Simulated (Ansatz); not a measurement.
GaH₃Se, SMILES `[GaH2][SeH]` at its PBE0-D4/def2-TZVP geometry, where that method's forces vanish. Charge 0, multiplicity 1.

```xyz
5

Ga   -0.4531   -0.4831    0.2949
Se    1.5203    0.2920   -0.6520
H    -1.6287    0.5242    0.4869
H    -0.4543   -1.9951    0.6782
H     1.0157    1.6619   -0.8080
```

What forces (eV/Å) does ωB97M-V/def2-TZVPP give on these atoms in the Gaussian-basis code of Ansatz? (Estimate.)

Ansatz gave: 
```
Ga1 -0.039 -0.018  0.019
Se2 -0.099  0.083  0.016
H3   0.111 -0.097 -0.018
H4  -0.009  0.136 -0.031
H5   0.036 -0.104  0.013
```
